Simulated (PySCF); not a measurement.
Radial density of Ru (ruthenium, neutral)

TPSS, [Kr] 4d7 5s1, high-spin 5F determinant. Calculation: PySCF 2.14, in cc-pVTZ-PP with ECP28MDF (5s5p4d2f1g, 63 functions); scalar relativity through the core potential. This is the valence pseudo-density: the core potential removes the inner electrons and smooths the orbitals near the nucleus.

| r (bohr) | 4πr²ρ (e/bohr) | 4πr²(ρα − ρβ) |
| --- | --- | --- |
| 0.0314 | 2.500e-05 | 0.0000 |
| 0.0528 | 5.952e-05 | 0.0000 |
| 0.0888 | 0.0001961 | 0.0000 |
| 0.149 | 0.001665 | 0.0003 |
| 0.251 | 0.02662 | 0.0045 |
| 0.423 | 0.7058 | 0.0870 |
| 0.711 | 8.535 | 0.9075 |
| 1.20 | 12.10 | 1.9823 |
| 2.01 | 3.469 | 1.3301 |
| 3.38 | 0.7512 | 0.4870 |
| 5.69 | 0.06885 | 0.0542 |
| 9.57 | 0.0009984 | 0.0009 |

Energies and moments cover only the electrons outside the core potential.
